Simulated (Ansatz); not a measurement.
The pair A = CH3F (SMILES CF) (first 5 atoms), B = CH3F (SMILES CF); geometry from B3LYP-D3(BJ)/def2-TZVP.
(charge 0, multiplicity 1):
| atom | x (Å) | y (Å) | z (Å) |
|---|---|---|---|
| C | -0.2319 | 0.5233 | 0.4619 |
| F | 1.0612 | 0.1377 | 0.8225 |
| H | -0.8046 | 0.7025 | 1.3705 |
| H | -0.1661 | 1.4327 | -0.1362 |
| H | -0.6807 | -0.2802 | -0.1229 |
| C | 0.6118 | 0.3055 | 4.1641 |
| F | -0.6819 | 0.6891 | 3.8035 |
| H | 0.5471 | -0.6019 | 4.7655 |
| H | 1.1836 | 0.1235 | 3.2556 |
| H | 1.0607 | 1.1114 | 4.7456 |

Cores are frozen in the correlated methods. MP2 and its Hartree–Fock in aug-cc-pVTZ are density fitted.

The values were computed with Ansatz (a program for electronic structure). Values without a source in brackets are computed.

The counterpoise-corrected interaction energy is E(AB) − E(A in the pair's basis) − E(B in the pair's basis). Total energies (hartree):

| level | AB | A in the pair's basis | B in the pair's basis |
|---|---|---|---|
| HF/aug-cc-pVDZ | -278.1167761 | -139.0575216 | -139.0575211 |
| MP2/aug-cc-pVDZ | -278.8383375 | -139.4176009 | -139.4176020 |
| HF/aug-cc-pVTZ | -278.1955494 | -139.0969623 | -139.0969608 |
| MP2/aug-cc-pVTZ | -279.0869444 | -139.5417130 | -139.5417125 |
| CCSD(T)/aug-cc-pVDZ | -278.8980979 | -139.4474073 | -139.4474090 |

Q: Work out the counterpoise-corrected interaction energy at the basis-set limit: extrapolate the MP2 correlation part as X⁻³, take Hartree–Fock from the larger set, and add the CCSD(T) − MP2 difference of aug-cc-pVDZ.

A: 
1. Differences (1 hartree = 627.509 kcal/mol): HF/aug-cc-pVDZ -1.088; MP2/aug-cc-pVDZ -1.967; HF/aug-cc-pVTZ -1.020; MP2/aug-cc-pVTZ -2.208; CCSD(T)/aug-cc-pVDZ -2.059.
2. Correlation parts, MP2 less HF: -0.879 in aug-cc-pVDZ (X = 2), -1.188 in aug-cc-pVTZ (X = 3).
3. Limit (3³·(-1.188) − 2³·(-0.879))/(3³ − 2³) = -1.318; with HF/aug-cc-pVTZ it gives -2.338.
4. CCSD(T) less MP2 in aug-cc-pVDZ: -0.092.
Result: -2.43 kcal/mol, against -1.97 at MP2/aug-cc-pVDZ. It is an estimate of this method's limit, not of the exact value.
